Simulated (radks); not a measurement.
Results of a calculation; reference values are marked as such.
Question: Radial electron density D(r) = 4 pi r^2 rho(r) of an atom or ion with 17 electrons. Code: a radial shooting solver on a logarithmic mesh with Libxc functionals. Model: scalar-relativistic Kohn-Sham, PBE, spin-unpolarised, spherical densities, point nucleus.

```
   r/bohr * D(r) (the largest magnitude, 47.1, reaches the edge; | marks zero)
 0.005179 |       *
 0.006479 |          *
 0.008106 |              *
  0.01014 |                    *
  0.01259 |                          *
  0.01575 |                                 *
   0.0197 |                                       *
  0.02465 |                                             *
  0.03083 |                                               *
  0.03858 |                                              *
  0.04826 |                                          *
   0.0599 |                                       *
  0.07494 |                                       *
  0.09375 |                                             *
   0.1173 |                                                    *
   0.1467 |                                                      *
   0.1836 |                                             *
   0.2278 |                              *
    0.285 |                   *
   0.3566 |                 *
   0.4461 |                    *
   0.5582 |                 *
   0.6983 |        *
   0.8667 |  *
    1.084 |*
    1.356 *
    1.697 *
```

What is the nuclear charge?

Answer: Z = 33. The innermost maximum, from 1s, lies near gamma/Z bohr with gamma = sqrt(1 - (Z/c)^2) = 0.971, here 0.0294 bohr (found: 0.0318), and its height grows with Z. The density is that of the arsenic ion As16+ in [Ne] 3s2 3p5; the configuration itself is not fixed sharply by these data, and Z only to about a unit. D(r) has 3 maxima, at r = 0.0318, 0.138, 0.461 bohr, and minima at 0.0665, 0.329 bohr, inside which lie 2.08, 10.41 electrons.
